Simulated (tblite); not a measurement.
C₅H₇F₃N (doublet state).
SMILES with atom numbers: `[F:1][C:2]([F:3])([F:4])[C@@H:5]1[CH2:6][CH:7][CH2:8][NH:9]1` (hydrogens: H10 on C5; H11, H12 on C6; H13 on C7; H14, H15 on C8; H16 on N9)

Geometry (GFN2-xTB, Å), atoms numbered from 1 in this order:
```xyz
16
C5H7F3N angstrom
F      1.233   -0.873   -1.363
C      1.672   -0.025   -0.423
F      2.641   -0.665    0.251
F      2.268    0.987   -1.081
C      0.561    0.489    0.510
C     -0.193   -0.697    1.131
C     -1.365   -0.841    0.238
C     -1.467    0.312   -0.678
N     -0.455    1.239   -0.188
H      1.063    1.124    1.249
H     -0.490   -0.453    2.158
H      0.425   -1.599    1.182
H     -2.061   -1.652    0.273
H     -1.306    0.007   -1.730
H     -2.451    0.800   -0.641
H     -0.083    1.856   -0.899
```

Level: GFN2-xTB in tblite, geometry and Hessian alike; calculated harmonic values, unscaled, isolated species. Against measured fundamentals such values can be off by several per cent, at times by over 20. One conformer, not necessarily the lowest. Open shells enter through the occupations alone, without spin polarisation, and single modes of such species can be off by tens of per cent.

Harmonic wavenumbers (cm⁻¹): 47.9, 107.0, 157.0, 208.8, 231.0, 264.4, 324.5, 377.4, 468.4, 513.4, 556.0, 662.0, 730.5, 764.8, 824.2, 910.0, 942.8, 989.4, 995.6, 1003.6, 1049.2, 1064.5, 1083.9, 1101.7, 1113.5, 1155.2, 1174.7, 1206.9, 1257.7, 1273.6, 1283.8, 1302.2, 1348.4, 1447.2, 1456.9, 2749.4, 2869.4, 2876.1, 2931.7, 2938.6, 3188.1, 3409.4.

A = 2878, B = 1371, C = 1232 MHz; mass 138.053 u (most abundant isotopes); point group C1, symmetry number 1; spin multiplicity 2.

Problem. Zero-point energy?

Solution. ½Σν̃ = 25180 cm⁻¹ = 72.00 kcal/mol.

Problem. What is S at 400 K and 1 bar for an ideal gas of classical rigid rotors and harmonic oscillators?

Solution. Translation 42.17, rotation 29.46, vibration 31.85, spin (R ln 2) 1.38: S = 104.9 cal/(mol K).

Problem. And Cp and H(400 K) − H(0)?

Solution. Cp = 43.43 cal/(mol K), of which vibrations give 35.48 (their classical limit is 42 R = 83.5); H(400 K) − H(0) = 10.06 kcal/mol without the zero-point energy, 6.88 from vibrations.

Problem. How do the functions run with temperature in this model?

Solution. 
| T (K) | S (cal/(mol K)) | Cp (cal/(mol K)) | H − H(0) (kcal/mol) | G − H(0) (kcal/mol) | ln q(vib) |
| --- | --- | --- | --- | --- | --- |
| 150 | 75.4 | 20.6 | 2.08 | -9.23 | 2.14 |
| 250 | 87.9 | 29.5 | 4.57 | -17.41 | 4.18 |
| 298.15 | 93.5 | 34.1 | 6.10 | -21.77 | 5.19 |
| 600 | 125.3 | 57.2 | 20.23 | -54.94 | 11.72 |
| 900 | 151.0 | 69.2 | 39.35 | -96.51 | 17.98 |

q(vib) and H(0) count from the zero-point level.

Problem. Blend soft modes into free rotors: weight 1/[1 + (100 cm⁻¹/ν̃)⁴] for the oscillator and the rest for a rotor with moment μB/(μ + B), μ = h/(8π²ν), B = 10⁻⁴⁴ kg m². What vibrational entropy results?

Solution. 29.90 cal/(mol K) in place of 31.85, which changes −T·S at 400 K by +0.78 kcal/mol.

Problem. What must be added to the electronic energy to get the Gibbs energy at 400 K and 1 bar?

Solution. ZPE + [H(400 K) − H(0)] − T·S = 72.00 + 10.06 − 41.94 = 40.12 kcal/mol.

Problem. Which modes carry the vibrational entropy at 400 K?

Solution. 47.9 cm⁻¹: 5.48; 107.0 cm⁻¹: 3.90; 157.0 cm⁻¹: 3.15; 208.8 cm⁻¹: 2.60; 231.0 cm⁻¹: 2.41; 264.4 cm⁻¹: 2.16 cal/(mol K); the other 36 give 12.15 together.

Hindered rotation and anharmonicity are outside this model. Other conformers, if any are populated, would add a mixing term that is left out. The structure is chiral; the term R ln 2 for an equal mix with its mirror image is left out.
